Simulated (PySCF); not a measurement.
**C (carbon, neutral) across methods**

[He] 2s2 2p2, high-spin 3P determinant. Computed with PySCF 2.14 in aug-cc-pwCVQZ (9s8p6d4f2g, 109 functions), with the non-relativistic Hamiltonian (point nucleus).

```json
{"method": "LDA", "E (hartree)": "-37.4700", "mean ε 2s α (eV)": "-14.364", "mean ε 2s β (eV)": "-11.871", "mean ε 2p α (eV)": "-6.128", "Σ⟨r²⟩ (bohr²)": "14.29", "⟨S²⟩": "2.003"}
{"method": "PBE0", "E (hartree)": "-37.8071", "mean ε 2s α (eV)": "-16.603", "mean ε 2s β (eV)": "-13.239", "mean ε 2p α (eV)": "-7.652", "Σ⟨r²⟩ (bohr²)": "13.99", "⟨S²⟩": "2.004"}
{"method": "TPSSh", "E (hartree)": "-37.8635", "mean ε 2s α (eV)": "-15.737", "mean ε 2s β (eV)": "-12.495", "mean ε 2p α (eV)": "-6.889", "Σ⟨r²⟩ (bohr²)": "13.96", "⟨S²⟩": "2.005"}
{"method": "r2SCAN0", "E (hartree)": "-37.8354", "mean ε 2s α (eV)": "-17.129", "mean ε 2s β (eV)": "-13.196", "mean ε 2p α (eV)": "-8.017", "Σ⟨r²⟩ (bohr²)": "13.84", "⟨S²⟩": "2.007"}
{"method": "r2SCAN", "E (hartree)": "-37.8346", "mean ε 2s α (eV)": "-15.217", "mean ε 2s β (eV)": "-11.923", "mean ε 2p α (eV)": "-6.576", "Σ⟨r²⟩ (bohr²)": "13.93", "⟨S²⟩": "2.007"}
{"method": "UHF", "E (hartree)": "-37.69337", "mean ε 2s α (eV)": "-22.567", "mean ε 2s β (eV)": "-15.879", "mean ε 2p α (eV)": "-11.947", "Σ⟨r²⟩ (bohr²)": "13.77", "⟨S²⟩": "2.010"}
{"method": "PBE", "E (hartree)": "-37.7984", "mean ε 2s α (eV)": "-14.436", "mean ε 2s β (eV)": "-11.898", "mean ε 2p α (eV)": "-6.099", "Σ⟨r²⟩ (bohr²)": "14.22", "⟨S²⟩": "2.003"}
{"method": "CAM-B3LYP", "E (hartree)": "-37.8389", "mean ε 2s α (eV)": "-18.082", "mean ε 2s β (eV)": "-14.826", "mean ε 2p α (eV)": "-9.113", "Σ⟨r²⟩ (bohr²)": "14.06", "⟨S²⟩": "2.004"}
```
